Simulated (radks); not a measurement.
The numbers below are computed, except where a source is named.
Question: The europium ion Eu2+, [Xe] 4f7. Level of theory: non-relativistic Kohn-Sham, exchange-only LDA, spin-polarised, spherical densities, point nucleus (a radial shooting solver on a logarithmic mesh with Libxc functionals). Every spin shell is full or empty, so the densities are truly spherical. Functionals are evaluated on that one density, not self-consistently. Rank these exchange functionals by their error against the exact value of the orbitals, and give that value: LDA, PBE, PBEsol, revPBE, RPBE, PW91, PW86, OPTX, AM05, SOGGA, EV93, TPSS, Tao-Mo, TASK, MVS.

Answer: Exact: -229.934 hartree. From best to worst, with 100 (|E| - |E exact|)/|E exact| (equal figures are ties): RPBE -0.09, revPBE -0.13, PW86 -0.15, MVS +0.15, PW91 +0.16, TPSS -0.23, PBE -0.25, EV93 -0.29, Tao-Mo -0.70, OPTX +1.69, PBEsol -1.90, SOGGA -1.91, TASK -1.96, AM05 -3.94, LDA -4.20.
